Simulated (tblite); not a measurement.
C₇H₁₁Si (doublet state).
Atom-mapped SMILES: `[CH2:1]=[C:2]1[SiH2:3][C@:4]1([CH3:5])/[CH:6]=[C:7]/[CH3:8]` (hydrogens: H9, H10 on C1; H11, H12 on Si3; H13, H14, H15 on C5; H16 on C6; H17, H18, H19 on C8)
Bond orders are those of one Lewis drawing.

Computed with GFN2-xTB (tblite), gas phase: L-BFGS steps from a force-field or distance-geometry start until the largest atomic force falls under 0.01 eV/Å.

The end geometry, which sets the zero of energy:
```
atom  x, y, z in Å
C1     -1.5747    1.9096   -0.2358
C2     -1.2408    0.7802    0.3454
Si3    -1.0727   -0.3753    1.7830
C4     -0.6649   -0.5467   -0.0927
C5     -1.5319   -1.3699   -1.0209
C6      0.7707   -0.4988   -0.4726
C7      1.6885    0.1376    0.1906
C8      3.1033    0.4846    0.1686
H9     -1.9864    2.7417    0.3152
H10    -1.4476    2.0630   -1.2993
H11     0.0486   -0.2421    2.6911
H12    -2.2840   -1.0171    2.2700
H13    -1.5169   -0.9561   -2.0304
H14    -1.1816   -2.4008   -1.0663
H15    -2.5628   -1.3706   -0.6728
H16     1.0065   -1.0747   -1.3766
H17     3.5749    0.2072   -0.7831
H18     3.2298    1.5605    0.3023
H19     3.6321   -0.0229    0.9769
```

Question: These geometries come from the run, each turned onto the end geometry. Order them by energy, lowest first.
A.
```
atom  x, y, z in Å
C1     -1.7052    1.9418   -0.2477
C2     -1.3470    0.8031    0.2991
Si3    -1.2528   -0.3219    1.7537
C4     -0.6150   -0.4411   -0.0576
C5     -1.3473   -1.4096   -0.9529
C6      0.8120   -0.2260   -0.3393
C7      1.8116   -0.0856    0.4838
C8      3.1917    0.2003    0.0982
H9     -2.2483    2.6575    0.3449
H10    -1.5028    2.2249   -1.2666
H11    -0.3134   -0.0952    2.8223
H12    -2.5090   -0.9914    2.0206
H13    -1.7888   -0.9150   -1.8061
H14    -0.6869   -2.1967   -1.2898
H15    -2.1518   -1.8588   -0.3840
H16     1.0731   -0.0822   -1.3900
H17     3.4148   -0.4548   -0.7346
H18     3.2404    1.2250   -0.2393
H19     3.9149    0.0350    0.8780
```
B.
```
atom  x, y, z in Å
C1     -1.7293    1.9364   -0.2376
C2     -1.4104    0.8102    0.3622
Si3    -1.2464   -0.3215    1.8222
C4     -0.6591   -0.4568    0.0036
C5     -1.3615   -1.3970   -0.9621
C6      0.7498   -0.2213   -0.4232
C7      1.8114   -0.0473    0.3025
C8      3.2349    0.2247    0.0927
H9     -2.2292    2.7390    0.2871
H10    -1.5111    2.1240   -1.2840
H11    -0.3053   -0.0538    2.8873
H12    -2.4296   -1.0954    2.1595
H13    -1.6918   -0.8652   -1.8570
H14    -0.6646   -2.1810   -1.2484
H15    -2.2280   -1.8674   -0.5061
H16     0.8220   -0.2100   -1.5239
H17     3.6502   -0.3994   -0.7066
H18     3.3813    1.2741   -0.1728
H19     3.8067    0.0172    0.9973
```
C.
```
atom  x, y, z in Å
C1     -1.7513    1.8926   -0.2572
C2     -1.2912    0.8136    0.3353
Si3    -0.9841   -0.3195    1.7713
C4     -0.6577   -0.4872   -0.1127
C5     -1.4940   -1.3677   -1.0163
C6      0.7616   -0.3490   -0.5455
C7      1.7247    0.0608    0.2211
C8      3.1547    0.3382    0.2439
H9     -2.1872    2.7133    0.2924
H10    -1.7081    2.0179   -1.3321
H11     0.1576   -0.1378    2.6483
H12    -2.1436   -1.0118    2.3159
H13    -1.5253   -0.9669   -2.0300
H14    -1.0837   -2.3763   -1.0544
H15    -2.5163   -1.4219   -0.6498
H16     0.9267   -0.6123   -1.5993
H17     3.6645   -0.1383   -0.6032
H18     3.3398    1.4125    0.2055
H19     3.6030   -0.0510    1.1595
```
D.
```
atom  x, y, z in Å
C1     -1.7521    1.9096   -0.2553
C2     -1.3822    0.7980    0.3419
Si3    -1.0713   -0.3363    1.7785
C4     -0.6510   -0.4616   -0.0826
C5     -1.4598   -1.3845   -0.9746
C6      0.7504   -0.2548   -0.5535
C7      1.7659   -0.0002    0.2105
C8      3.1985    0.2683    0.2062
H9     -2.2471    2.7136    0.2690
H10    -1.5744    2.0808   -1.3106
H11    -0.0414    0.0315    2.7274
H12    -2.1393   -1.2058    2.2455
H13    -1.5765   -0.9485   -1.9688
H14    -0.9705   -2.3537   -1.0744
H15    -2.4514   -1.5398   -0.5508
H16     0.8455   -0.3228   -1.6463
H17     3.7105   -0.3041   -0.5739
H18     3.3903    1.3288    0.0429
H19     3.6462   -0.0091    1.1614
```
E.
```
atom  x, y, z in Å
C1     -1.6762    1.8909   -0.2550
C2     -1.2392    0.8007    0.3321
Si3    -1.0151   -0.3356    1.7770
C4     -0.6570   -0.5231   -0.1074
C5     -1.5232   -1.3517   -1.0317
C6      0.7775   -0.4692   -0.4947
C7      1.7083    0.1039    0.2059
C8      3.1291    0.4247    0.2132
H9     -2.0907    2.7183    0.3008
H10    -1.6177    2.0265   -1.3268
H11     0.1238   -0.1859    2.6602
H12    -2.2080   -0.9724    2.3093
H13    -1.5603   -0.9069   -2.0278
H14    -1.1351   -2.3661   -1.1227
H15    -2.5413   -1.4013   -0.6511
H16     0.9958   -0.9826   -1.4392
H17     3.6195    0.1081   -0.7168
H18     3.2717    1.5018    0.3195
H19     3.6280   -0.0708    1.0478
```

Answer: E (0.004 eV), C (0.013 eV), D (0.035 eV), B (0.106 eV), A (0.349 eV).

In the order of the answer:

```tsv
step	E above end (eV)	largest force (eV/Å)	rms force component (eV/Å)	rms distance from end (Å)	rms bond change (Å)	bond most changed (Å)
109	0.004	0.06	0.013	0.087	0.000	Si3–H12 -0.002
81	0.013	0.05	0.018	0.205	0.002	Si3–C4 -0.008
46	0.035	0.11	0.028	0.301	0.004	Si3–C4 -0.015
18	0.106	0.16	0.049	0.399	0.004	Si3–C4 -0.011
4	0.349	0.68	0.200	0.445	0.010	C2–C4 -0.024
```

The cost below is that of the whole relaxation. Time: 1.2 s wall. Hardware: an Intel Xeon Platinum 8488C with one thread, no GPU, on a shared host.
